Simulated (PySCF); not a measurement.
Ranking problems on computed properties.

All species are isolated and taken at one optimised geometry, non-relativistic unless stated. Electronic properties by PySCF.

The conformers computed, where there is a choice (atom-mapped SMILES and torsion angles):
- `[F:1][C:2]([F:3])([F:4])[CH2:5][C:6]([F:7])([F:8])[F:9]`: F1–C2–C5–C6 179°, C2–C5–C6–F7 61°
- `[CH3:1][CH:2]([CH3:3])[S:4](=[O:5])(=[O:6])[Cl:7]`: C1–C2–S4–O5 177°
- `[CH3:1][CH2:2][CH2:3][CH2:4][C:5]#[N:6]`: C1–C2–C3–C4 180°, C2–C3–C4–C5 63°
- `[CH3:1][CH2:2][CH2:3][S:4](=[O:5])(=[O:6])[Cl:7]`: C1–C2–C3–S4 77°, C2–C3–S4–O5 177°

(1) Rank by HOMO–LUMO gap, lowest first (B97-2/pcSseg-2 at PBE0-D3(BJ)/def2-TZVP geometries).
A. `CCCCC#N`
B. `Cc1ccc(C#N)cc1`
C. `FC(F)(F)CC(F)(F)F`
D. `CC(C)S(=O)(=O)Cl`

(2) By how much do the two ends of that ranking differ?

(3) Rank by dipole moment, highest first (B97-2/pcSseg-2 at PBE0-D3(BJ)/def2-TZVP geometries).
A. `ClS(=O)(=O)C(C)C`
B. `Cc1ccc(C#N)cc1`
C. `FC(F)(F)CC(F)(F)F`
D. `CCCCC#N`

(4) Rank by smallest rotational constant, lowest first (PBE0-D3(BJ)/def2-TZVP).
A. `FC(F)(F)CC(F)(F)F`
B. `O=S(Cl)(=O)CCC`
C. `CCCCC#N`
D. `Cc1ccc(C#N)cc1`

(5) By how much do the two ends of that ranking differ?

Answers

(1) B (5.78 eV), D (7.41 eV), A (9.13 eV), C (11.60 eV).

(2) By 5.82 eV, between `FC(F)(F)CC(F)(F)F` and `Cc1ccc(C#N)cc1`.

(3) B (5.36 D), A (4.37 D), D (4.08 D), C (1.95 D).

(4) D (0.845 GHz), A (1.047 GHz), B (1.188 GHz), C (1.565 GHz).

(5) By 0.720 GHz, between `CCCCC#N` and `Cc1ccc(C#N)cc1`.
